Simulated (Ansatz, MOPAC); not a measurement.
Molecule: C₂H₂BCl₂, charge 0, multiplicity 2. SMILES: [CH]=CB(Cl)Cl

Atoms: C1, C2, B3, Cl4, Cl5, H6, H7. Bonds: C1-C2, C1-H6, C2-B3, C2-H7, B3-Cl4, B3-Cl5.

Bond lengths (Å) and angles (degrees) optimised at PM6 with MOPAC; B3LYP/LANL2DZ with Ansatz (a first-principles code); B3LYP/6-31G* with Ansatz; MP2/6-31G* with Ansatz, each started from the B3LYP-D3(BJ)/def2-TZVP structure (Ansatz) of the last column. A row stands for all coordinates that are equal there; 11 of 13 kinds are shown. 6-31G* holds six Cartesian d functions. No wavenumbers were computed at B3LYP/LANL2DZ, MP2/6-31G*, so these may be saddle points.

```json
[
 {"coordinate": "C1-C2", "PM6": "1.319", "B3LYP/LANL2DZ": "1.340", "B3LYP/6-31G*": "1.321", "MP2/6-31G*": "1.297", "B3LYP-D3(BJ)/def2-TZVP": "1.311"},
 {"coordinate": "C1-H6", "PM6": "1.028", "B3LYP/LANL2DZ": "1.088", "B3LYP/6-31G*": "1.085", "MP2/6-31G*": "1.083", "B3LYP-D3(BJ)/def2-TZVP": "1.080"},
 {"coordinate": "C2-B3", "PM6": "1.543", "B3LYP/LANL2DZ": "1.538", "B3LYP/6-31G*": "1.545", "MP2/6-31G*": "1.548", "B3LYP-D3(BJ)/def2-TZVP": "1.542"},
 {"coordinate": "C2-H7", "PM6": "1.086", "B3LYP/LANL2DZ": "1.099", "B3LYP/6-31G*": "1.099", "MP2/6-31G*": "1.095", "B3LYP-D3(BJ)/def2-TZVP": "1.095"},
 {"coordinate": "B3-Cl4", "PM6": "1.740", "B3LYP/LANL2DZ": "1.810", "B3LYP/6-31G*": "1.768", "MP2/6-31G*": "1.751", "B3LYP-D3(BJ)/def2-TZVP": "1.758"},
 {"coordinate": "B3-Cl5", "PM6": "1.739", "B3LYP/LANL2DZ": "1.803", "B3LYP/6-31G*": "1.764", "MP2/6-31G*": "1.748", "B3LYP-D3(BJ)/def2-TZVP": "1.753"},
 {"coordinate": "C1-C2-B3", "PM6": "117.8", "B3LYP/LANL2DZ": "124.0", "B3LYP/6-31G*": "123.5", "MP2/6-31G*": "121.7", "B3LYP-D3(BJ)/def2-TZVP": "123.9"},
 {"coordinate": "C2-B3-Cl4", "PM6": "120.4", "B3LYP/LANL2DZ": "119.1", "B3LYP/6-31G*": "119.4", "MP2/6-31G*": "119.3", "B3LYP-D3(BJ)/def2-TZVP": "119.3"},
 {"coordinate": "C2-B3-Cl5", "PM6": "122.4", "B3LYP/LANL2DZ": "122.8", "B3LYP/6-31G*": "122.2", "MP2/6-31G*": "122.1", "B3LYP-D3(BJ)/def2-TZVP": "122.0"},
 {"coordinate": "Cl4-B3-Cl5", "PM6": "117.2", "B3LYP/LANL2DZ": "118.1", "B3LYP/6-31G*": "118.4", "MP2/6-31G*": "118.6", "B3LYP-D3(BJ)/def2-TZVP": "118.6"},
 {"coordinate": "C2-C1-H6", "PM6": "173.5", "B3LYP/LANL2DZ": "139.2", "B3LYP/6-31G*": "137.9", "MP2/6-31G*": "137.9", "B3LYP-D3(BJ)/def2-TZVP": "138.8"}
]
```

Mean signed difference of all 6 bond lengths from B3LYP-D3(BJ)/def2-TZVP: PM6 -0.014 Å, B3LYP/LANL2DZ 0.023 Å, B3LYP/6-31G* 0.007 Å, MP2/6-31G* -0.003 Å.
